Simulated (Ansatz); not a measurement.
Tuning the range parameter of LC-ωPBE so that −HOMO meets the ionisation energy; basis def2-TZVP, Ansatz. System: Cu₂Br. Charge 0, multiplicity 2. Geometry: PBE0-D4/def2-TZVP. The ionised state is a singlet, and HOMO is the level of the spin that leaves.

Geometry of the doublet:

| atom | x (Å) | y (Å) | z (Å) |
| --- | --- | --- | --- |
| Cu1 | -1.267 | 0.391 | 0.378 |
| Cu2 | 0.179 | -1.220 | -0.617 |
| Br3 | 1.088 | 0.829 | 0.239 |

The structure comes from a short search, and lower isomers may exist.

| ω (1/bohr) | HOMO (eV) | LUMO (eV) | vertical IE (eV) | HOMO + IE (eV) |
| --- | --- | --- | --- | --- |
| 0.1 | -5.76 | -2.37 | 7.04 | 1.28 |
| 0.15 | -6.20 | -1.81 | 6.99 | 0.79 |
| 0.3 | -6.84 | -0.84 | 6.81 | -0.03 |

Task: Estimate the row for 0.2 bohr⁻¹.

Result: 
```
ω (1/bohr)  HOMO (eV)  LUMO (eV)  vertical IE (eV)  HOMO + IE (eV)
       0.2      -6.50      -1.36              6.93            0.43
```

Task: Where does the tuning condition hold?

Result: Near ω = 0.29 bohr⁻¹, by linear interpolation.
